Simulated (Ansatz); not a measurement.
Reaction (atomization): `O[SiH](F)[NH][GeH3]` → F• + Ge• + 6 H• + N• + O• + Si•

Computed with Ansatz on PBE0-D4/def2-TZVP structures; ΔE is electronic, products minus reactants. CCSD(T)/CBS is the MP2 limit (def2-TZVPP, def2-QZVPP) plus CCSD(T) − MP2 in def2-TZVPP, frozen cores. This one scheme is used for every species, atoms too. DFT in def2-TZVPP. HSE06 is defined as in plane-wave codes. No spin–orbit coupling; open shells (•) take unrestricted orbitals. Spin–orbit coupling would lower the free atoms: a little for F, O, Si; clearly for Ge. Bonds to Ge are less sure, by a few kJ/mol each and by 10 to 20 or more in all where they break to atoms, as the def2 sets lack core-valence functions. Scalar relativity is left out up to krypton. One conformer a species, not always the lowest.

(1) What is ΔE at CCSD(T)/CBS? (An estimate is asked.)

(2) What do these levels give: LDA (SPW92), B97M-V, PBE0-D4, HSE06-D4, ωB97X-V, B2PLYP, PBE, r2SCANh, CCSD(T)/def2-SVP, CCSD/def2-TZVPP, HF/def2-QZVPP, CCSD/CBS(def2)? (An estimate is asked.)

Largest T1 diagnostic among the species: 0.012.

Answers

(1) Ansatz gave: +3840.2 kJ/mol.

(2) The calculation gave: LDA (SPW92) 4340.4, B97M-V 3827.1, PBE0-D4 3753.7, HSE06-D4 3755.2, ωB97X-V 3836.3, B2PLYP 3767.5, PBE 3795.1, r2SCANh 3768.8, CCSD(T)/def2-SVP 3502.9, CCSD/def2-TZVPP 3676.8, HF/def2-QZVPP 2725.5, CCSD/CBS(def2) 3787.6 kJ/mol.

From r2SCAN to r2SCAN0 (25 % exact exchange), in def2-TZVPP and without D4, ΔE moves by −69.4 kJ/mol: exact exchange takes away binding that semilocal exchange gives to molecules. Leaving LDA and LC-ωPBE aside and taking each functional with its dispersion term where it has one, the values, not all of them listed here, spread over 143.2 kJ/mol, from BHLYP-D4 to ωB97X-V. LDA lies +545.3 kJ/mol from PBE without D4, its usual overbinding. At CCSD(T), def2-SVP lies −337.3 kJ/mol from the extrapolated value and def2-TZVPP −110.7 kJ/mol: correlation converges slowly with the basis, and small sets miss more of it in the bonded molecule than in its fragments.

For atomizations the MP2-based limit and the directly extrapolated one differ by several kJ/mol either way, and by 10 to 25 for some Ge, Se and Sn compounds, so smaller differences from it don't rank the levels.
